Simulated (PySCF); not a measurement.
H₄SSiZn. Atoms are numbered in the order given.

```xyz
7

Zn     0.0034     0.0435    -0.0578
S      0.6199     1.3642    -1.6965
H      1.9007     1.3905    -1.2608
Si    -0.6740    -1.3837     1.7009
H     -1.6622    -2.4057     1.2286
H     -1.3162    -0.6203     2.8183
H      0.4936    -2.1243     2.2785
```

The structure is a stationary point at PBE0-D3(BJ)/def2-SVP. The values are those of a single conformer.

All values below come from PySCF 2.14.0 with C-PCM-B3LYP/def2-SVP.

The values are the electrostatic part of the solvation free energy, E(continuum) − E(gas) at the gas-phase geometry, in a cavity of scaled van der Waals radii (PySCF's table); cavitation and dispersion terms are not included. A continuum can't describe solvent molecules that bind to the metal. In vacuum the orbital gap is 6.07 eV. The dipole moment in vacuum is 1.25 D.

| solvent | ε | ΔG(elec) (kcal/mol) | dipole (D) | gap (eV) |
|---|---|---|---|---|
| water | 78.36 | -12.4 | 1.57 | 6.53 |
| methanol | 32.61 | -12.1 | 1.56 | 6.52 |
| acetone | 20.49 | -11.8 | 1.56 | 6.50 |
